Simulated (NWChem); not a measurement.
## Atomisation of hexafluoroethane (C2F6)

```
C
F 1 1.3236
F 1 1.3236 2 109.18
F 1 1.3236 2 109.18 3 119.30
C 1 1.5421 2 109.76 4 120.35
F 5 1.3236 1 109.76 2 -60.00
F 5 1.3236 6 109.18 1 120.35
F 5 1.3236 6 109.18 7 119.30
```
Charge 0, spin multiplicity 1.

Everything below was run with NWChem. All single points use one geometry, from PBE0/def2-SVP, held to C2h symmetry and with no frequency check, so it may be a saddle point.

Basis set: def2-SVP. The atomisation energy is electronic alone: no zero-point, thermal, spin-orbit or counterpoise terms. No value is extrapolated to the basis-set limit. Free atoms are single determinants with multiplicities F 2, C 3.

B3LYP has NWChem's definition, with VWN1-RPA local correlation. The stability of the SCF solutions was not checked. Open-shell Hartree-Fock references start from PBE0 orbitals.

Order these methods by the atomisation energy they give, lowest first: HF, LDA (SVWN5), B3LYP, PBE0.

HF (532.1 kcal/mol), B3LYP (805.2 kcal/mol), PBE0 (818.6 kcal/mol), LDA (SVWN5) (1027.2 kcal/mol)
